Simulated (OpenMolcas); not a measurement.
# What dynamic correlation does to the levels of Ne4+

```json
{
  "Program": "OpenMolcas",
  "Basis": "ANO-RCC-VTZP [4s3p2d1f]",
  "Scalar Hamiltonian": "DKH2, point nucleus",
  "Active space": "4 electrons in 4 orbitals (2s 2p)",
  "State averaging": "2S+1 = 3 even, 3 roots; 2S+1 = 1 even, 6 roots; 2S+1 = 5 odd, 1 root; 2S+1 = 3 odd, 9 roots; 2S+1 = 1 odd, 8 roots",
  "Spin-orbit coupling": "RASSI with atomic mean-field integrals over the reference wave functions, term energies averaged over their components"
}
```

Methods on the same reference wave functions:
A. CASSCF
B. SS-CASPT2, IPEA 0.25 Eh, imaginary shift 0.1 Eh (closed shells correlated: 1s)
C. XMS-CASPT2, IPEA 0.25 Eh, imaginary shift 0.1 Eh (closed shells correlated: 1s)

Energies in cm⁻¹ above 2s² 2p² ³P₀, the measured ground level; measured values from NIST levels in Podobedova, Fuhr, Reader and Wiese, J. Phys. Chem. Ref. Data 33, 525 (2004).

```csv
Level,A,B,C,Measured
2s² 2p² ³P₀,0.0,0.0,0.0,0.0
2s² 2p² ³P₁,401,400,400,412
2s² 2p² ³P₂,1154,1152,1152,1110
2s² 2p² ¹D₂,32773,30680,30680,30292
2s² 2p² ¹S₀,60764,63820,64200,63914
2s 2p³ ⁵S°₂,77223,86330,86710,
2s 2p³ ³D°₂,179101,174920,175280,175905
2s 2p³ ³D°₁,179103,174930,175280,175927
2s 2p³ ³D°₃,179115,174940,175290,175834
2s 2p³ ³P°₀,210694,208120,208470,208193
2s 2p³ ³P°₁,210699,208130,208480,
2s 2p³ ³P°₂,210708,208140,208490,
2s 2p³ ¹D°₂,285775,271970,272330,270564
2s 2p³ ³S°₁,292771,280850,280810,
2s 2p³ ¹P°₁,317252,304930,305190,
```

Deviations, from unrounded energies. A percentage is the sum of absolute deviations over the sum of measured energies, with the sign that they share, or ± where signs differ.

```csv
Against measurement,Levels,A,B,C
mean absolute deviation (cm-1),9,3700,540,510
fine structure of the ground term (%),2,±3.6,±3.6,±3.6
other terms of the ground configuration (%),2,±6.0,±0.5,+0.7
other configurations (%),5,+2.7,±0.4,±0.4
```

C lies closest to measurement on these levels and A furthest from it. The largest miss of C in the table is 2s 2p³ ¹D°₂, by +1800 cm-1. The ranking rests on the paired levels alone, and a cruder setting can come out closer through cancelling errors.

Between B and C the level of the table that moves most is 2s 2p³ ⁵S°₂, by 380 cm-1 (lowest in B, highest in C). Moves below CASPT2's spread within the term are not significant.

The mean deviations of B to C differ by less than CASPT2's widest spread within a term (590 cm-1), so their order carries little weight.

From A to B the spin-free energies of the other terms of 2s² 2p² shown, above ³P, scale by factors of 0.93 to 1.05.

The lowest spin-free term lies below A's lowest term by 0.081 hartree in B, 0.083 hartree in C.

CASPT2 breaks the degeneracy within a term, and the mean is taken; among the terms shown or strongly mixed into the levels shown the widest spread is 590 cm-1 (2s 2p³ ¹D°, C). Computed and measured levels are paired by configuration, term and J; levels that our copy of the source lacks, or whose pairing is in doubt (as where it misses far off the trend of its configuration), stay unpaired and out of the deviations. Levels of configurations outside the active space are missing.

° marks odd parity.
